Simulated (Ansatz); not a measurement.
Born–Oppenheimer molecular dynamics of BH$_{6}$N$_{3}$ (10 atoms, charge 0, multiplicity 1). It starts at the highest image of a converged band. Of that band: The profile has 2 maxima (images 1, 5) with wells between them (image 3): this band takes more than one step, which may be the mechanism or a detour left from its start path. A vibrational analysis at the climbing image gives one clearly imaginary mode, 316i cm⁻¹: a first-order saddle point.

Method: RKS LDA/def2-SVP (Ansatz).

```json
{
 "ensemble": "NVE (velocity Verlet)",
 "time step": "0.5 fs",
 "steps asked": "200",
 "starting velocities drawn for": "100 K",
 "seed": "8746"
}
```

First frame:

```xyz
10
Properties=species:S:1:pos:R:3
N -1.074 0.449 -0.901
B -0.047 -0.010 -0.048
N 0.140 -1.470 0.040
N 0.761 0.898 0.685
H -1.629 -0.241 -1.408
H -1.327 1.423 -1.069
H 0.013 -1.824 0.997
H 1.080 -1.764 -0.254
H 0.664 1.915 0.655
H 1.502 0.572 1.304
```

Question: How far do the bonds stretch over the last three quarters of this one trajectory? (Pairs bonded in most of those frames.)

Answer: 
```tsv
bond	mean (Å)	spread (Å)	shortest	longest
N1–B2	1.426	0.013	1.40	1.45
N1–H5	1.022	0.001	1.02	1.03
N1–H6	1.021	0.002	1.02	1.03
B2–N3	1.447	0.021	1.42	1.49
B2–N4	1.425	0.012	1.40	1.45
N3–H7	1.025	0.012	1.00	1.05
N3–H8	1.026	0.011	1.00	1.05
N4–H9	1.023	0.015	1.00	1.04
N4–H10	1.022	0.017	1.00	1.05
```

Mean temperature of the second half: 236 K. The conserved energy stayed within 0.099 meV per atom of its start (net change 0.023 meV per atom), so the integration is sound. The system heated up, since it started high on the potential surface and ran downhill. A run of 0.1 ps of so small a system gives no equilibrium averages. The orbitals stay closed-shell, which can raise the energy where a bond breaks towards radicals; this wasn't checked here.

Run time: 2.5 min on 2 threads of Arm Neoverse V1 (shared host), peak memory 0.11 GiB.
